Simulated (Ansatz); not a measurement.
`[CH3][AlH][I]` and `[CH3][Al]([I])[CH2]O` differ in one atom or group.

Ansatz, PBE0-D4/def2-TZVP geometries, multiplicity 1. Each molecule was computed in one conformer, which needn't be the lowest.

Elements past krypton have def2 core potentials.

```json
{"property": "HOMO energy (PBE/def2-TZVPP) / eV", "`[CH3][AlH][I]`": "-6.36"}
{"property": "HOMO–LUMO gap (PBE0/def2-TZVPP) / eV", "`[CH3][AlH][I]`": "6.07"}
{"property": "HOMO–LUMO gap (B3LYP/def2-TZVPP) / eV", "`[CH3][AlH][I]`": "5.63"}
{"property": "HOMO energy (PBE0/def2-TZVPP) / eV", "`[CH3][AlH][I]`": "-7.49"}
{"property": "HOMO–LUMO gap (PBE/def2-TZVPP) / eV", "`[CH3][AlH][I]`": "4.20"}
{"property": "HOMO–LUMO gap (ωB97M-V/def2-TZVPP) / eV", "`[CH3][AlH][I]`": "9.80"}
```

(1) What does the change do to each property? (Estimate.)

Results:

(1) Ansatz gave: 
```
                               property  `[CH3][Al]([I])[CH2]O`  shift
      HOMO energy (PBE/def2-TZVPP) / eV                   -5.61   0.75
   HOMO–LUMO gap (PBE0/def2-TZVPP) / eV                    5.83  -0.24
  HOMO–LUMO gap (B3LYP/def2-TZVPP) / eV                    5.43  -0.20
     HOMO energy (PBE0/def2-TZVPP) / eV                   -6.97   0.52
    HOMO–LUMO gap (PBE/def2-TZVPP) / eV                    3.73  -0.47
HOMO–LUMO gap (ωB97M-V/def2-TZVPP) / eV                    9.66  -0.14
```

With PBE0 the HOMO rises by 0.52 eV and the LUMO rises by 0.28 eV, so the gap narrows by about 0.24 eV. PBE moves the HOMO by 0.75 eV and ωB97M-V by 0.40 eV.

B3LYP here is the variant with VWN-RPA as its local correlation; programs differ in this.

Spin–orbit coupling is left out; it splits and shifts lone-pair levels of the heavy atoms by tenths of an eV.
